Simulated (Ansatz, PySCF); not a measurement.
CH₆HfO, SMILES C[O][HfH3], multiplicity 1.

The structure is a stationary point at B3LYP-D3(BJ)/def2-SVP. The spin state was assumed, not searched. The structure was generated by enumeration; whether it is a known compound was not checked. The def2 effective core potentials stand for the cores of Hf; spin–orbit coupling is left out.

Vertical ionisation energy (IE) and electron affinity (EA) in eV. Rows of orbital energies are one-electron estimates. Where ΔSCF, EOM or ADC give a negative EA the extra electron is unbound and the value depends on the basis.

| level | IE | EA |
|---|---|---|
| −ε(HOMO), −ε(LUMO), ωB97X/def2-TZVPD (PySCF) | 10.45 | -0.57 |
| −ε(HOMO), −ε(LUMO), PBE/def2-TZVPD (PySCF) | 6.56 | 2.27 |
| ΔSCF, CAM-B3LYP/def2-SVPD (Ansatz), final states of multiplicity 2 and 2 | 10.27 | -0.24 |
| ΔSCF, PBE/def2-SVPD (Ansatz), final states of multiplicity 2 and 2 | 9.50 | -0.22 |

Question: What vertical singlet–triplet gap does ΔSCF give with CAM-B3LYP/def2-SVPD (Ansatz, an electronic-structure program) and with PBE/def2-SVPD (Ansatz)? (The exact figures need the calculation; the answer reports its results.)

Answer: 4.43 and 3.96 eV (triplet above singlet where positive).
